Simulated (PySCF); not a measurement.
C₃H₁₀OSi₂, SMILES C(=C)(C[SiH2]O)[SiH3].

Coordinates come from a PBE0-D3(BJ)/def2-SVP optimisation. This is a generated structure with no PubChem entry under its InChIKey; it may be hypothetical. The values are those of a single conformer.

The numbers are results of TDA-PBE/def2-SVPD run with PySCF, not measurements.

Vertical excitations. Gas-phase values at a fixed geometry.

Computed excitation energies, oscillator strengths and character:
```
state  energy (eV)  λ (nm)      f                                          main pairs
-----  -----------  ------  -----  --------------------------------------------------
S1            5.47     227  0.028                                    HOMO→LUMO+1 90 %
S2            5.71     217  0.084                    HOMO−1→LUMO 51 %, HOMO→LUMO 36 %
S3            5.96     208  0.001                                    HOMO→LUMO+2 97 %
S4            6.17     201  0.050  HOMO−3→LUMO 37 %, HOMO−1→LUMO 30 %, HOMO→LUMO 19 %
S5            6.34     196  0.003                                    HOMO−2→LUMO 80 %
S6            6.50     191  0.002                HOMO→LUMO+3 56 %, HOMO−1→LUMO+1 41 %
T1            3.98     312      0                                      HOMO→LUMO 94 %
T2            5.38     230      0                                    HOMO→LUMO+1 94 %
```
Triplets are in the Tamm–Dancoff approximation.
